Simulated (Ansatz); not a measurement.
One change: `BN[SiH2]OC` becomes `CO[SiH2]C[SiH3]`.

Ansatz, PBE0-D4/def2-TZVP geometries, multiplicity 1. Each molecule was computed in one conformer, which needn't be the lowest.

| property | `BN[SiH2]OC` |
| --- | --- |
| HOMO–LUMO gap (B3LYP/def2-TZVPP) / eV | 7.61 |
| HOMO–LUMO gap (PBE/def2-TZVPP) / eV | 5.56 |
| size of the dipole moment (PBE/def2-TZVPP) / D | 2.12 |
| HOMO–LUMO gap (PBE0/def2-TZVPP) / eV | 8.05 |
| LUMO energy (B3LYP/def2-TZVPP) / eV | -0.39 |
| HOMO energy (PBE/def2-TZVPP) / eV | -6.73 |

Give the same properties after the change, and the shifts. (Best estimate.)

Ansatz gave: 
```tsv
property	`CO[SiH2]C[SiH3]`	shift
HOMO–LUMO gap (B3LYP/def2-TZVPP) / eV	8.03	0.42
HOMO–LUMO gap (PBE/def2-TZVPP) / eV	6.07	0.51
size of the dipole moment (PBE/def2-TZVPP) / D	0.93	-1.19
HOMO–LUMO gap (PBE0/def2-TZVPP) / eV	8.45	0.40
LUMO energy (B3LYP/def2-TZVPP) / eV	0.16	0.55
HOMO energy (PBE/def2-TZVPP) / eV	-6.57	0.16
```

With PBE0 the HOMO rises by 0.14 eV and the LUMO rises by 0.54 eV, so the gap widens by about 0.40 eV. PBE moves the HOMO by 0.16 eV and ωB97M-V by 0.12 eV. Dipoles are sizes alone; their direction can turn.

B3LYP here is the variant with VWN-RPA as its local correlation; programs differ in this.
